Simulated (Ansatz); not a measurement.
`C#C[SiH](Cl)Cl` + `C=C[SiH2]S` → `C=C[SiH2]S[SiH](Cl)Cl` + `C#C`  (ligand exchange at the Si–C bond)

Program: Ansatz. Geometries: PBE0-D4/def2-TZVP. ΔE: electronic, gas phase. CCSD(T)/CBS is the MP2 limit (def2-TZVPP, def2-QZVPP) plus CCSD(T) − MP2 in def2-TZVPP, frozen cores. This one scheme is used for every species. DFT in def2-TZVPP. Each species was taken in one conformer, which may not be the lowest.

```csv
level,ΔE (kcal/mol),difference from CCSD(T)/CBS
PBE-D4,-9.3,-0.8
r2SCAN-D4,-8.2,0.3
ωB97X-V,-8.4,0.1
PBE,-6.3,2.2
r2SCAN,-7.3,1.2
MP2/def2-TZVPP,-8.5,0.0
SCS-MP2/def2-TZVPP,-6.8,1.7
CCSD/def2-TZVPP,-6.4,2.1
CCSD(T)/def2-TZVPP,-7.2,1.3
HF/CBS(def2),-3.0,5.5
CCSD(T)/CBS,-8.5,0
```

Largest T1 diagnostic among the species: 0.013.

The D4 term adds −4.8 kcal/mol with B3LYP and −2.8 kcal/mol with PBE0; it sums over pairs of atoms, weighted by their polarisabilities, and B3LYP, whose exchange is more repulsive, gets the larger term. In def2-TZVPP, CCSD(T) changes the Hartree–Fock value by −4.0 kcal/mol (the triples alone add −0.8 kcal/mol) and MP2 by −5.3 kcal/mol.

B3LYP here is the variant with VWN-RPA as its local correlation; programs differ in this.
